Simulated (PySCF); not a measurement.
Mg(F)(SiMe3), C₃H₉FMgSi, SMILES C[Si](C)([Mg][F])C, singlet, GFN2-xTB optimised geometry.

```
15

Mg    -1.15    -1.85    -1.97
F     -1.75    -2.67    -3.34
Si    -0.30    -0.67     0.00
C      1.61    -0.67     0.00
C     -0.92    -1.53     1.59
C     -0.92     1.14     0.00
H      2.01    -0.15     0.87
H      2.00    -1.69     0.01
H      2.00    -0.18    -0.89
H     -0.58    -2.57     1.64
H     -2.01    -1.55     1.64
H     -0.56    -1.03     2.49
H     -2.01     1.18     0.01
H     -0.58     1.67    -0.89
H     -0.56     1.69     0.87
```

Density from PBE0/def2-TZVP (PySCF 2.14.0) at that geometry.

Minimum of the electron density along straight lines between bonded atoms, close to the bond critical point (lines longer than 1.1 times the sum of covalent radii, or with two minima, are not listed):

```json
[
 {"bond": "Mg1–F2", "length / Å": "1.709", "ρ at the minimum / e bohr⁻³": "…", "∇²ρ there / e bohr⁻⁵": "0.89", "position (fraction from the first atom)": "0.45"},
 {"bond": "Mg1–Si3", "length / Å": "2.443", "ρ at the minimum / e bohr⁻³": "…", "∇²ρ there / e bohr⁻⁵": "0.11", "position (fraction from the first atom)": "0.38"},
 {"bond": "Si3–C4", "length / Å": "1.914", "ρ at the minimum / e bohr⁻³": "0.112", "∇²ρ there / e bohr⁻⁵": "0.15", "position (fraction from the first atom)": "0.39"},
 {"bond": "Si3–C5", "length / Å": "1.914", "ρ at the minimum / e bohr⁻³": "0.112", "∇²ρ there / e bohr⁻⁵": "0.15", "position (fraction from the first atom)": "0.39"},
 {"bond": "Si3–C6", "length / Å": "1.914", "ρ at the minimum / e bohr⁻³": "0.112", "∇²ρ there / e bohr⁻⁵": "0.15", "position (fraction from the first atom)": "0.39"},
 {"bond": "C4–H7", "length / Å": "1.088", "ρ at the minimum / e bohr⁻³": "0.273", "∇²ρ there / e bohr⁻⁵": "-0.91", "position (fraction from the first atom)": "0.64"},
 {"bond": "C4–H8", "length / Å": "1.088", "ρ at the minimum / e bohr⁻³": "0.274", "∇²ρ there / e bohr⁻⁵": "-0.91", "position (fraction from the first atom)": "0.64"},
 {"bond": "C4–H9", "length / Å": "1.088", "ρ at the minimum / e bohr⁻³": "0.274", "∇²ρ there / e bohr⁻⁵": "-0.91", "position (fraction from the first atom)": "0.64"},
 {"bond": "C5–H10", "length / Å": "1.088", "ρ at the minimum / e bohr⁻³": "0.274", "∇²ρ there / e bohr⁻⁵": "-0.91", "position (fraction from the first atom)": "0.64"},
 {"bond": "C5–H11", "length / Å": "1.088", "ρ at the minimum / e bohr⁻³": "0.274", "∇²ρ there / e bohr⁻⁵": "-0.91", "position (fraction from the first atom)": "0.64"},
 {"bond": "C5–H12", "length / Å": "1.088", "ρ at the minimum / e bohr⁻³": "0.273", "∇²ρ there / e bohr⁻⁵": "-0.91", "position (fraction from the first atom)": "0.64"},
 {"bond": "C6–H13", "length / Å": "1.088", "ρ at the minimum / e bohr⁻³": "0.274", "∇²ρ there / e bohr⁻⁵": "-0.91", "position (fraction from the first atom)": "0.64"},
 {"bond": "C6–H14", "length / Å": "1.088", "ρ at the minimum / e bohr⁻³": "0.274", "∇²ρ there / e bohr⁻⁵": "-0.91", "position (fraction from the first atom)": "0.64"},
 {"bond": "C6–H15", "length / Å": "1.088", "ρ at the minimum / e bohr⁻³": "0.273", "∇²ρ there / e bohr⁻⁵": "-0.91", "position (fraction from the first atom)": "0.64"}
]
```

Problem. Fill in the missing entries.

Solution. 
- Mg1–F2, ρ at the minimum / e bohr⁻³: 0.092
- Mg1–Si3, ρ at the minimum / e bohr⁻³: 0.049
